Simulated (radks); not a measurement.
Task: These are the eigenvalues of the occupied orbitals of an atom or ion with whole-number occupations (hartree). All-electron calculation, scalar-relativistic Kohn-Sham, r2SCAN, spin-polarised, spherical densities, finite nucleus; meta-GGA in the generalised Kohn-Sham scheme; Fermi nuclear charge, rms radius of each element as measured or else 0.836 A^(1/3) + 0.57 fm. Program: a radial shooting solver on a logarithmic mesh with Libxc functionals.

orbital  eigenvalue
1s down   -2835.212
1s up     -2835.211
2s up     -526.0037
2s down   -526.0016
2p up     -461.5001
2p down   -461.4978
3s up     -150.4279
3s down   -150.2564
3p up     -131.4662
3p down   -131.2927
3d up     -110.6160
3d down   -110.4833
4s up     -57.34901
4s down   -57.09652
4p up     -50.71681
4p down   -50.47572
4d up     -42.70118
4d down   -42.45574
4f up     -34.15175

Which element is it, and in what charge state? The configuration may be excited. Open shells, if any, are filled with parallel spins first.

Result: Z = 77, iridium, charge +28: Ir28+ in [Kr] 4d10 4f3. The list shows which subshells hold electrons but not how many an open one holds; the 1s level, -2835.2 hartree, gives Z - s = 75.3 by -(Z - s)^2/2, which with screening and relativity narrows Z to a few neighbours, and the depths of the outer levels then fix element, charge and occupations together.
